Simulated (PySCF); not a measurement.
Species: WO(OH)3 (doublet state).
Bonds: W1–O2, W1–O3, W1–O5, W1–O7. Hydrogens: H4 on O3; H6 on O5; H8 on O7.

Computed with PBE0-D3(BJ)/def2-SVP geometry optimisation, gas phase, def2 core potentials past Kr in PySCF 2.14.0.

Question: How far are the bound atoms from W1?

Answer: 4 atoms: O2 1.707 Å, O5 1.891 Å, O7 1.891 Å, O3 1.902 Å. The nearest atom not counted as bound is H8, at 2.58 Å (others tie with it).

Question: List the angles at W1.

Answer: 
```csv
angle,degrees,distance of the outer atoms (Å)
O5–W1–O7,134.0,3.48
O2–W1–O3,133.4,3.32
O2–W1–O5,101.8,2.79
O2–W1–O7,101.5,2.79
O3–W1–O5,96.1,2.82
O3–W1–O7,95.9,2.82
```

Question: Describe the arrangement about W1 in numbers.

Answer: Angles from 95.9° to 134.0°; τ4 = (360° − α − β)/141° = 0.66 with α and β the two widest (0 for a square, 1 for a tetrahedron). The W–O distances aren't all alike: 1.707 to 1.902 Å.

Question: What are the other bond lengths?

Answer: O3–H4, O5–H6, O7–H8 0.962 Å.

Question: What are the rotational constants (commonest isotopes, rigid rotor)?

Answer: A = 3818, B = 3482, C = 2522 MHz: an asymmetric top.

Point group: Cs (tolerance 0.08 Å). Charge 0, doublet. ⟨S²⟩ = 0.752 (exact for a doublet: 0.75). Not checked by PBE0-D3(BJ)/def2-SVP frequencies.
